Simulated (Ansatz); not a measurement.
Cage-LiF: binding per atom (eV) at several levels, gas phase, relaxed structures; Ansatz. Binding counts from free atoms in the multiplicity of their measured ground term, without zero-point energy. The structures are stationary points that may keep the symmetry of their start. Correlated methods freeze inner cores and use unrestricted references for open shells.

```json
{"species": "(LiF)9 cage of four- and six-membered rings, n = 9, cage 1", "state": "singlet", "geometry": "PBE-D4/def2-SVP", "PBE-D4/def2-SVP": "4.28", "r2SCAN-D4/def2-TZVP": "4.03", "PBE0-D4/def2-SVP": "4.14", "PBE0-D4/def2-TZVP": "3.94", "MP2/def2-SVP": "4.15"}
{"species": "(LiF)11 cage of four- and six-membered rings, n = 11, cage 1", "state": "singlet", "geometry": "r2SCAN-D4/def2-SVP", "PBE-D4/def2-SVP": "4.31", "r2SCAN-D4/def2-TZVP": "4.05", "PBE0-D4/def2-SVP": "4.16", "PBE0-D4/def2-TZVP": "3.97", "MP2/def2-SVP": "4.18"}
{"species": "(LiF)12 cage of four- and six-membered rings, n = 12, cage 2", "state": "singlet", "geometry": "r2SCAN-D4/def2-SVP", "PBE-D4/def2-SVP": "4.30", "r2SCAN-D4/def2-TZVP": "4.05", "PBE0-D4/def2-SVP": "4.16", "PBE0-D4/def2-TZVP": "3.97", "MP2/def2-SVP": "4.17"}
{"species": "(LiF)12 cage of four- and six-membered rings, n = 12, cage 3", "state": "singlet", "geometry": "PBE0-D4/def2-SVP", "PBE-D4/def2-SVP": "4.33", "r2SCAN-D4/def2-TZVP": "4.07", "PBE0-D4/def2-SVP": "4.19", "PBE0-D4/def2-TZVP": "3.99", "MP2/def2-SVP": "4.20"}
```

(1) Estimate the column for PBE-D4/def2-TZVP.

(1) (LiF)9 cage of four- and six-membered rings, n = 9, cage 1 4.06; (LiF)11 cage of four- and six-membered rings, n = 11, cage 1 4.09; (LiF)12 cage of four- and six-membered rings, n = 12, cage 2 4.09; (LiF)12 cage of four- and six-membered rings, n = 12, cage 3 4.11.
